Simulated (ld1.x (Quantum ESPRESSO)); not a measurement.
**Ranking TM potentials for thallium (Tl)**

All share these settings but for the change named:

ld1.x (Quantum ESPRESSO) 7.5 input, shortened:

```
&input
   title='Tl', zed=81., rel=2, dft='PBE', iswitch=3,
   config='[Xe] 4f14 5d10 6s1.5 6p1.5', rel_dist='average'
 /
 &inputp
   pseudotype=2, tm=.true., lloc=0,
   nlcc=.false.
 /
2
6P  2  1   1.50   0.00  2.60  2.60  0.0
6S  1  0   1.50   0.00  2.25  2.25  0.0
 &test
   configts(1)='6s1.5 6p1.5'
 /
```

Open shells are filled in proportion to 2j + 1 (rel_dist='average').

Cutoff: the first of the cutoffs (Ry, on a coarse ladder) from which the occupation-weighted sum of valence levels, in a spherical-Bessel basis at the reference potential, stays within 10 and 1 mRy of its value at 400 Ry; the density cutoff is not measured.

The base gives 18 Ry.

Of 9 variants that were run, those that failed, showed a ghost or another fault, or gave nearly equal values are left out.

A variant can come out equal or close to the base.

Problem. Rank these variants from softest to hardest (loose cutoff).
A. all radii scaled by about 1.10 (s 2.46, p 2.86 bohr)
B. reference 6s2 6p1
C. wave 6s (bound): rc 2.25 bohr becomes 6s (bound): rc 1.70 bohr
D. wave 6p (bound): rc 2.60 bohr becomes 6p (bound): rc 2.10 bohr

Solution. A (15 Ry), B (18 Ry), D (21 Ry), C (25 Ry).
